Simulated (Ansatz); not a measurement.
`COB(O)Br` + H–F → `OB(F)Br` + CH₃OH at 700 K and 1 bar (ligand exchange at a B–O bond).

Gas-phase electronic energies from Ansatz, PBE0-D4/def2-TZVP geometries. CBS: MP2 limit from def2 TZ/QZ plus the TZ coupled-cluster correction, frozen cores. This one scheme is used for every species. For Br outer-core shells are correlated without core-valence functions, which leaves a few kJ/mol of doubt a bond. Scalar relativity is left out up to krypton. One conformer a species, not always the lowest.

| species | CCSD(T)/CBS energy (Eh) | H − E (kJ/mol) | S (J/(mol·K)) |
| --- | --- | --- | --- |
| `COB(O)Br` | -2789.05740 | 232.3 | 440.0 |
| H–F | -100.39570 | 45.2 | 198.5 |
| `OB(F)Br` | -2773.83630 | 104.3 | 360.4 |
| CH₃OH | -115.61712 | 170.8 | 288.5 |

H − E and S are ideal-gas, rigid-rotor, harmonic terms from PBE0-D4/def2-TZVP, for one conformer and one mirror image of each species. 1 Eh = 2625.50 kJ/mol, R = 8.31446 J/(mol·K).

By hand: ΔE, ΔH, ΔS and ΔG.

ΔE = (-2773.83630) + (-115.61712) − (-2789.05740) − (-100.39570) = -0.00032 Eh = -0.8 kJ/mol. Δ(H − E) = 104.3 + 170.8 − 232.3 − 45.2 = -2.4, so ΔH = -3.2 kJ/mol. ΔS = 360.4 + 288.5 − 440.0 − 198.5 = 10.4 J/(mol·K). ΔG = -3.2 − 700 × (10.4)/1000 = -10.5 kJ/mol.

By hand: the equilibrium constant, and the temperature at which ΔG would vanish if ΔH and ΔS stayed fixed.

log₁₀ K = −ΔG/(RT ln 10) = 0.8. ΔH and −TΔS have one sign here, so there is no such temperature.

TΔS isn't small against ΔH here. A doubt of 5 kJ/mol in ΔE shifts log₁₀ K by 0.4 here. Other conformers and mirror images would add mixing entropy, several J/(mol·K) or more a flexible species. These are equilibria of isolated gas molecules and say nothing of rates. Largest T1 diagnostic: 0.011 (customary marks: 0.02 for closed shells, 0.045 for open ones).

ΔS is within the doubt of such terms, so its sign, and with it that verdict, could turn.
